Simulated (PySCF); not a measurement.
Species: C5H4FN3S.
Structure used (PBE0-D3(BJ)/def2-SVP), in Å, numbered top down from 1:
```xyz
14
C5H4FN3S angstrom
C     -2.1814   -0.7884    0.3521
C     -1.4820    0.3477   -0.3171
S     -2.2525    1.5297   -1.1197
C      0.0125    0.3398   -0.2133
N      0.7158    1.3469   -0.7328
C      2.0283    1.2504   -0.5910
N      2.6732    0.2515    0.0102
C      1.8733   -0.6816    0.4787
F      2.4425   -1.6926    1.0792
N      0.5590   -0.7078    0.4109
H     -3.2662   -0.6923    0.2338
H     -1.8368   -1.7471   -0.0679
H     -1.9154   -0.8258    1.4207
H      2.6427    2.0602   -1.0017
```

Level: CAM-B3LYP/def2-SVPD in PySCF, non-relativistic, on one gas-phase PBE0-D3(BJ)/def2-SVP geometry that isn't relaxed in the solvent. The solvent is an IEF-PCM continuum (cavity from Bondi-type radii × 1.2), and excitations are vertical TDDFT with non-equilibrium linear response and a frozen core. Specific hydrogen bonds and non-electrostatic terms are outside this model.

Gas-phase singlets (H = HOMO, L = LUMO):

```tsv
state	E (eV)	λ (nm)	f	leading configurations
S1	1.773	699	0.000	H→L 95%
S2	4.029	308	0.000	H-2→L 92%
S3	4.405	281	0.003	H-3→L 89%
S4	4.807	258	0.016	H→L+1 68%, H-2→L+1 22%
S5	4.846	256	0.301	H-1→L 91%
```

Q: How does the list change in acetonitrile (ε = 35.69)?

A: 
```csv
state,E (eV),λ (nm),f,leading configurations,change by rank (eV)
S1,1.941,639,0.000,H→L 95%,+0.168
S2,4.110,302,0.000,"H-2→L 76%, H-3→L 16%",+0.081
S3,4.457,278,0.004,"H-3→L 75%, H-2→L 15%",+0.052
S4,4.728,262,0.378,H-1→L 96%,-0.079
S5,5.018,247,0.002,"H→L+1 67%, H-2→L+1 25%",+0.172
```

Q: Give the list for water (ε = 78.36), n² = 1.78.

A: 
```tsv
state	E (eV)	λ (nm)	f	leading configurations	change by rank (eV)
S1	1.947	637	0.000	H→L 95%	+0.174
S2	4.113	301	0.000	H-2→L 76%, H-3→L 17%	+0.084
S3	4.459	278	0.004	H-3→L 74%, H-2→L 16%	+0.054
S4	4.731	262	0.375	H-1→L 96%	-0.076
S5	5.025	247	0.002	H→L+1 67%, H-2→L+1 25%	+0.179
```

Q: The ground-state energy changes by -0.306 eV from gas to water. By how much does the total energy of gas-phase S1 change?

A: E(S1) = E(S0) + excitation energy, so it changes by -0.306 + 0.174 = -0.132 eV: it is lowered less than the ground state, which is what a blue shift means. This is the vertical state, with the slow part of the continuum still set for S0.

Q: How do the frontier levels move from gas to water?

A: 
| orbital | gas (eV) | solvent (eV) | change (eV) |
| --- | --- | --- | --- |
| LUMO+2 | 0.42 | 0.54 | +0.12 |
| LUMO+1 | -0.72 | -0.54 | +0.18 |
| LUMO | -2.50 | -2.43 | +0.07 |
| HOMO | -8.17 | -8.27 | -0.10 |
| HOMO-1 | -9.88 | -9.84 | +0.04 |
| HOMO-2 | -10.22 | -10.21 | +0.01 |
| HOMO-3 | -10.31 | -10.30 | +0.01 |

The HOMO–LUMO gap goes from 5.67 to 5.84 eV. Rows go by rank; for HOMO-3, HOMO-2 and HOMO-1 the atom shares or the degeneracy differ between the runs, so the row needn't follow one orbital.
